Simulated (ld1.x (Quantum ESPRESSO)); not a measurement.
## PBE TM dataset for caesium (Cs), scalar-relativistic all-electron reference.

* Element: caesium
* Generator: ld1.x (Quantum ESPRESSO) 7.5
* Type: norm-conserving Troullier–Martins (Kleinman–Bylander form)
* Functional: PBE
* Relativity: scalar-relativistic
* Frozen core: [Kr] 4d10 5s2
* Valence charge: 7
* Reference configuration: 5p6 5d0 6s1 6p0
* Partial waves: 5p (bound): rc 3.40 bohr; 5d (bound, empty): rc 4.20 bohr; 4f channel at -0.1 Ry: rc 4.20 bohr; 6s (bound): rc 4.15 bohr
* Local potential: the s channel
* Core correction: Bessel-smoothed model core inside 3.50 bohr

Poles of the logarithmic derivatives, all-electron (AE) and pseudo (PS). s: poles at -2.0, 0.7, 3.8 (AE) and 0.6, 2.3, 4.7 (PS) Ry. p: poles at -1.0, 1.3, 4.6 (AE) and -1.0, 1.9 (PS) Ry. d: poles at 0.3, 2.5 (AE) and 0.3, 3.2 (PS) Ry. f: poles at 0.7, 1.8, 4.3 (AE) and 1.1, 4.3 (PS) Ry. Test radius 4.53 bohr.

- Cutoffs needed: 8 Ry and 15 Ry (the cutoffs (Ry, on a coarse ladder) from which the occupation-weighted sum of valence levels, in a spherical-Bessel basis at the reference potential, stays within 10 and 1 mRy of its value at 400 Ry)
- Ghost test: no extra level below or beside the all-electron valence levels (p, d, f, s tested) (spherical-Bessel basis up to 400 Ry, 20 bohr box)
- Largest excitation error: -175 meV (all-electron minus pseudo) for 5p5 5d0 6s1 6p0, out of 6 test configurations
